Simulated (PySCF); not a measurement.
**Telling isomers of C₄H₁₃FSi₄ apart by NMR**

How the numbers were obtained: shieldings: GIAO PBE0/pcSseg-1, geometry from GFN2-xTB, in PySCF (non-relativistic, equivalent nuclei averaged, one conformer, isolated molecule).

Referencing at the same level of theory: ¹H (31.72 ppm) and ¹³C (186.93 ppm) vs TMS. Splittings of carbon signals by F and P are missing where no couplings were computed. Where no couplings were computed, multiplicities follow the n + 1 count of equivalent neighbours, and m marks all less simple cases (inequivalent or close neighbours, rings, F or P nearby). Shifts are as computed. Against solution values, carbons near 30 ppm lie about +3 ppm off and those near 130 ppm about +5 ppm. Of 1309 compounds with measured shifts, 239 miss one by over three times the rms of a fit or turn the order of signals round; such compounds aren't used in these exercises.

(1) Tabulate the signals of `F[Si@@H]1[SiH2][SiH2][Si@H]1C1CCC1`, `C=C(C)[Si@@]1(F)[SiH2][SiH2][Si@@H]1C` and their relative energies.

(2) What is the quickest way to tell F[Si@@H]1[SiH2][SiH2][Si@H]1C1CCC1 from C=C(C)[Si@@]1(F)[SiH2][SiH2][Si@@H]1C?

## Answers

(1) 
```json
{"SMILES": "F[Si@@H]1[SiH2][SiH2][Si@H]1C1CCC1", "carbon types": "1×CH 3×CH2", "δC": "27.4, 27.0, 19.9, 16.9", "δH": "6.93 (m, 1H), 5.18 (m, 1H), 4.44 (m, 1H), 4.27 (m, 1H), 4.21 (m, 1H), 4.06 (m, 1H), 2.57 (m, 1H), 2.56 (m, 1H), 2.28 (m, 1H), 2.25 (m, 1H), 2.06 (m, 1H), 1.66 (m, 1H), 1.14 (m, 1H)", "E rel. (kcal/mol)": "18.0"}
{"SMILES": "C=C(C)[Si@@]1(F)[SiH2][SiH2][Si@@H]1C", "carbon types": "1×C 1×CH2 2×CH3", "δC": "151.3, 134.1, 23.3, -7.9", "δH": "6.17 (m, 1H), 5.89 (m, 1H), 4.86 (m, 1H), 4.34 (m, 1H), 4.08 (m, 1H), 3.78 (m, 1H), 3.70 (m, 1H), 1.86 (s, 3H), 0.56 (d, 3H)", "E rel. (kcal/mol)": "0.0"}
```

Energies are electronic energies at PBE0/pcSseg-1 on these geometries, without zero-point or thermal terms, each for the one conformer computed, which needn't be the lowest.

(2) Both give the same number of carbon signals, but DEPT or the intensities differ. The first has an sp3 CH2 in a ring at 27.4 ppm, the second a fully substituted alkene carbon (C) at 151.3 ppm. In the proton spectra the most deshielded non-exchanging signals are 6.93 (m, 1H) and 6.17 (m, 1H).
